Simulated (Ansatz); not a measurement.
Cost and result for the atomization energy of B₂H₈N₂Si, SMILES `BNBN[SiH3]` (13 atoms, 12 bonds).

```xyz
13

B     0.8218   -0.1464   -1.7148
N     0.4982    1.0765   -1.1112
B    -0.3540    1.3537    0.0219
N    -0.7658    0.3818    0.9556
Si   -0.2999   -1.2669    1.2827
H     0.3771   -1.1645   -1.2707
H     1.5198   -0.1643   -2.6869
H     0.8415    1.9041   -1.5767
H    -0.7199    2.4863    0.1776
H    -1.3906    0.7539    1.6559
H     1.1663   -1.4421    1.1443
H    -0.6968   -1.5135    2.6957
H    -0.9978   -2.2585    0.4267
```

The species carries charge 0 and has multiplicity 1. The structure was optimised at the PBE0-D4/def2-TZVP level. It is one conformer, not always the lowest. Program: Ansatz. All runs use 4 threads of an Arm Neoverse V2 on a shared host. Times are those of one run each, without the atoms' runs, and a repeat can differ threefold. Electronic energies, without spin–orbit coupling; frozen cores. CCSD(T)/CBS adds CCSD(T) − MP2 in def2-TZVPP to the MP2 limit, and its time is that of the two runs behind it. T1 = 0.013. B3LYP takes the VWN-RPA correlation (the form of Gaussian; ORCA's B3LYP/G).

CCSD(T)/CBS is a level of theory with its own doubt, some kJ/mol a heavy atom from the limit and from the frozen cores, so smaller differences don't rank the functionals.

| level | functions | wall time |
| --- | --- | --- |
| PBE-D4/def2-TZVPP (with forces) | 278 | 2.9 s |
| PBE0-D4/def2-TZVPP | 278 | 3.9 s |
| r2SCAN-D4/def2-TZVPP (with forces) | 278 | 5.5 s |
| B3LYP-D4/def2-TZVPP (with forces) | 278 | 7 s |
| B2PLYP/def2-TZVPP | 278 | 7 s |
| ωB97X-V/def2-TZVPP | 278 | 9 s |
| ωB97M-V/def2-TZVPP (with forces) | 278 | 14 s |
| MP2/def2-QZVPP | 538 | 34 s |
| CCSD(T)/def2-TZVPP | 278 | 3 min |
| CCSD(T)/CBS(def2) | – | 3.5 min |

Task: What atomization energy does each give, and how far from CCSD(T)/CBS? (Estimate.)

Result: Computed: 
```csv
level,atomization (kcal/mol),difference from CCSD(T)/CBS,per bond
PBE-D4/def2-TZVPP (with forces),1139.7,16.1,1.3
PBE0-D4/def2-TZVPP,1126.0,2.4,0.2
r2SCAN-D4/def2-TZVPP (with forces),1127.6,4.0,0.3
B3LYP-D4/def2-TZVPP (with forces),1136.9,13.3,1.1
B2PLYP/def2-TZVPP,1120.4,-3.2,-0.3
ωB97X-V/def2-TZVPP,1133.9,10.3,0.9
ωB97M-V/def2-TZVPP (with forces),1135.2,11.6,1.0
MP2/def2-QZVPP,1123.1,-0.5,0.0
CCSD(T)/def2-TZVPP,1094.6,-29.0,-2.4
CCSD(T)/CBS(def2),1123.6,0.0,0.0
```

From PBE to PBE0 (25 % exact exchange), in def2-TZVPP and without D4, the atomization energy moves by −12.7 kcal/mol: exact exchange takes away binding that semilocal exchange gives to molecules. In def2-TZVPP, CCSD(T) changes the Hartree–Fock value by +250.5 kcal/mol (the triples alone add +13.2 kcal/mol) and MP2 by +261.6 kcal/mol; breaking electron pairs costs correlation energy, which Hartree–Fock lacks. The D4 term adds +10.2 kcal/mol with B3LYP and +5.4 kcal/mol with PBE0; it sums over pairs of atoms, weighted by their polarisabilities, and B3LYP, whose exchange is more repulsive, gets the larger term.
